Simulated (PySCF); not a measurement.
Job file and geometry (Å, from GFN2-xTB) of an NMR shielding run on SMILES CP(PP)C(F)(F)F, C$_{2}$H$_{6}$F$_{3}$P$_{3}$, GIAO PBE0/pcSseg-1 NMR shielding, non-relativistic, gas phase in PySCF 2.14.0, density-fitted response routines; density fitting, a coarse starting grid and PySCF grid level 2 are the driver's defaults:

```
{"job": {"kind": "nmr", "xc": "PBE0", "basis": "pcSseg-1"}, "charge": 0, "multiplicity": 1}
C     -0.661245     1.478584     0.736521
P     -0.237489    -0.250494     1.225263
P      1.037952    -0.812398    -0.457911
P      2.835068     0.113884     0.338658
C     -1.777907    -1.033428     0.481351
F     -2.861676    -0.718105     1.206055
F     -2.041167    -0.651985    -0.777857
F     -1.686677    -2.369431     0.469016
H     -0.850927     1.559226    -0.334300
H     -1.543748     1.790291     1.295692
H      0.172004     2.122786     1.015091
H      1.317051    -2.060256     0.114548
H      3.633376    -0.453759    -0.652068
H      2.664709     1.284611    -0.402200
```

Problem. What does the program print?

Solution. 
```
coarse grid: 14024 points
cycle   1  E = -1402.3778296115  dE =  1.008e+00  |g| = 8.670e-01  |ddm| = 3.437e+00
cycle   2  E = -1402.2289420015  dE =  1.489e-01  |g| = 1.320e+00  |ddm| = 1.080e+00
cycle   3  E = -1402.5070834127  dE = -2.781e-01  |g| = 5.227e-02  |ddm| = 6.929e-01
cycle   4  E = -1402.5075714941  dE = -4.881e-04  |g| = 2.906e-02  |ddm| = 9.849e-02
cycle   5  E = -1402.5078005631  dE = -2.291e-04  |g| = 6.299e-03  |ddm| = 4.091e-02
cycle   6  E = -1402.5078099261  dE = -9.363e-06  |g| = 1.497e-03  |ddm| = 8.302e-03
final grid: 125240 points
cycle   7  E = -1402.5749537226  dE = -4.234e-05  |g| = 7.880e-03  |ddm| = 3.022e-02
cycle   8  E = -1402.5749447313  dE =  8.991e-06  |g| = 1.037e-02  |ddm| = 1.418e-02
cycle   9  E = -1402.5749676828  dE = -2.295e-05  |g| = 5.933e-04  |ddm| = 7.974e-03
cycle  10  E = -1402.5749677412  dE = -5.840e-08  |g| = 2.587e-04  |ddm| = 8.239e-04
cycle  11  E = -1402.5749677519  dE = -1.069e-08  |g| = 7.125e-05  |ddm| = 2.358e-04
cycle  12  E = -1402.5749677530  dE = -1.047e-09  |g| = 1.131e-05  |ddm| = 7.098e-05
cycle  13  E = -1402.5749677530  dE = -2.183e-11  |g| = 4.899e-06  |ddm| = 1.688e-05
converged SCF energy = -1402.5749677530

GIAO shielding tensors (ppm)
atom      isotropic    diamagn.    paramagn.     s11        s22        s33       span
  0 C      178.148     253.923     -75.775    170.490    171.841    192.112     21.622
  1 P      362.175     966.257    -604.082    267.190    350.705    468.632    201.442
  2 P      484.748     967.301    -482.553    402.649    470.812    580.782    178.134
  3 P      554.674     966.123    -411.449    470.832    588.526    604.662    133.830
  4 C       45.317     250.255    -204.937     36.778     41.346     57.828     21.050
  5 F      245.400     472.314    -226.914    158.688    244.916    332.597    173.909
  6 F      245.429     476.897    -231.467    158.559    252.015    325.713    167.154
  7 F      244.227     474.085    -229.858    157.368    249.866    325.447    168.079
  8 H       30.156      31.094      -0.938     26.154     28.493     35.821      9.666
  9 H       29.992      29.428       0.564     24.785     27.409     37.780     12.995
 10 H       30.744      30.681       0.063     25.346     29.166     37.719     12.373
 11 H       28.620      30.540      -1.919     22.734     27.339     35.788     13.054
 12 H       28.962      29.089      -0.127     23.299     26.122     37.465     14.166
 13 H       29.621      29.746      -0.125     23.659     28.220     36.984     13.324
```

Size and cost of the density-fitted run: 187 basis functions, 24 s wall time on 1 thread of an Arm Neoverse V2, shared host.
